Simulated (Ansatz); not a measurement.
The cluster Tl₃H₄. Charge 0, multiplicity 2. Geometry PBE-D4/def2-SVP; atoms count from 1.

```xyz
7

Tl    0.298    1.056    1.313
Tl   -1.967    0.186   -1.612
Tl    1.078   -2.285   -0.315
H     0.876   -0.797    1.268
H    -0.455   -1.288   -1.395
H     1.529    2.086    0.438
H    -1.360    1.042    0.302
```

In the def2 sets Tl takes a core potential; there is no spin–orbit coupling. Another isomer (doublet) lies 0.06 eV lower at PBE0-D4/def2-TZVP; other spin states weren't run for this one.

(1) Estimate the Mulliken populations from the PBE0/def2-TZVP orbitals of Ansatz.

(2) Where does the spin sit?

## Answers

(1) 
```csv
atom,charge (e),spin (α − β)
Tl1,0.08,0.55
Tl2,0.29,0.12
Tl3,0.28,0.12
H4,-0.14,0.01
H5,-0.25,-0.01
H6,-0.12,0.20
H7,-0.14,0.01
```
Mulliken values and Mayer orders depend strongly on the basis.

(2) Summed by element: Tl 0.79, H 0.21, of 1 unpaired in all. Largest on single atoms: Tl1 0.55, H6 0.20, Tl2 0.12.
